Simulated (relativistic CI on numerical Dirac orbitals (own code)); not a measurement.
**A ladder of approximations for the levels of Lu+**

Calculated with a relativistic CI code on KLI orbitals (one set per configuration, finite nucleus), adding one ingredient at a time: step 1, Dirac-Coulomb, each configuration alone; step 2, with Breit and QED terms; step 3, with configuration mixing; step 4, with scaled Slater integrals (0.85); step 5, with a P86 correlation estimate; step 6, tied to the ionisation limit. P86 is a density functional for the correlation energy, evaluated here for each configuration and added to its levels. Step 6 is semi-empirical: configurations made of the next ion and one excited electron move by 3878 cm⁻¹, so that their limit matches the tabulated ionisation energy, and those with a non-penetrating f or g electron also take the P86 value of the least penetrating other one.

Configurations in the expansion (outside the closed core [Xe]): 4f14 6s2, 4f14 6s 5d, 4f14 6s 6p, 4f14 5d 6p, 4f14 6s 7s, 4f14 6s 6d, 4f14 5d 5f, 4f14 6s 7p, 4f13 6s2 5d, 4f14 6s 8s, 4f14 5d2, 4f13 5d3, 4f14 6p2, 4f13 5d 6p2, 4f14 5d 6d, 4f13 5d2 6d, 4f14 6d2, 4f13 5d 6d2, 4f14 5d 7s, 4f13 5d2 7s.

Computed minus measured energy above the ground level, in cm⁻¹, for 11 of the 25 excited levels that pair in every step (one J of a term; a digit in brackets numbers repeated terms):

| Configuration | Term | J | Measured | Step 1 | Step 2 | Step 3 | Step 4 | Step 5 | Step 6 |
| --- | --- | --- | --- | --- | --- | --- | --- | --- | --- |
| 4f14 6s 5d | 3D | 1 | 11796 | -3239 | -3422 | 1728 | 853 | -683 | 3192 |
| 4f14 6s 5d | 1D | 2 | 17333 | 1642 | 1404 | 1212 | 237 | -1407 | 1892 |
| 4f14 6s 6p | 3P° | 0 | 27264 | -8349 | -8405 | -4784 | -4695 | -3779 | -20 |
| 4f14 5d2 | 3F | 2 | 29407 | -3095 | -3482 | 1753 | 1251 | -1933 | -1921 |
| 4f14 5d2 | 3P | 0 | 35652 | -1285 | -1700 | 1908 | 702 | -2314 | -2313 |
| 4f14 5d 6p | 3F° | 2 | 41225 | -6596 | -6855 | -1973 | -2462 | -3025 | -3021 |
| 4f14 5d 6p | 1D° | 2 | 45459 | -7239 | -7582 | -2715 | -3273 | -3829 | -3808 |
| 4f14 5d 6p | 3D° | 1 | 45532 | -5997 | -6275 | -1820 | -2703 | -3208 | -3081 |
| 4f14 5d 6p | 3P° | 0 | 49964 | -6354 | -6661 | -1639 | -3034 | -3540 | -3435 |
| 4f14 6s 7s | 3S | 1 | 63774 | -8699 | -8801 | -3828 | -4813 | -1732 | 2005 |
| 4f14 6s 7s | 1S | 0 | 68989 | -9913 | -10015 | -5423 | -6870 | -4206 | 241 |

Mean absolute errors in cm⁻¹, over all paired levels and for the configurations:

| Configuration, levels | Step 1 | Step 2 | Step 3 | Step 4 | Step 5 | Step 6 |
| --- | --- | --- | --- | --- | --- | --- |
| all, 25 | 5564 | 5831 | 2371 | 2545 | 2929 | 2562 |
| 4f14 6s 5d, 4 | 3013 | 3117 | 1364 | 471 | 1091 | 2636 |
| 4f14 6s 6p, 3 | 8294 | 8373 | 4915 | 4901 | 3992 | 275 |
| 4f14 5d2, 5 | 2805 | 3241 | 1392 | 595 | 2534 | 2532 |
| 4f14 5d 6p, 11 | 6322 | 6652 | 2079 | 2943 | 3480 | 3434 |
| 4f14 6s 7s, 2 | 9306 | 9408 | 4626 | 5841 | 2969 | 1123 |

Measured levels: NIST Handbook of Basic Atomic Spectroscopic Data (Sansonetti and Martin, J. Phys. Chem. Ref. Data 34, 1559 (2005)).

The mean absolute error is lowest at step 3 (2371 cm⁻¹), and the largest single drop is from step 2 to 3 (5831 to 2371). Mixing lowers the ground level by 5264, with 4f14 6p2 as its largest admixture; relative to it the configurations that move most are 4f14 6s 7s by +4782, 4f14 5d 6p by +4725, 4f14 5d2 by +4632. Configurations whose own partners of that kind are not in the list rise by much of that lowering, so a short list can trade one imbalance for another. The P86 estimate moves 4f14 5d2 by -3129, 4f14 6s 7s by +2872, 4f14 6s 5d by -1562, and takes the mean absolute error of the excited configurations from 2545 to 2929. Step 6 takes that error from 2929 to 2562; the error more than halves for 4f14 6s 6p, 4f14 6s 7s; it grows for 4f14 6s 5d. The shift fits the limit, so it does little for low levels whose errors differ from those near the limit.
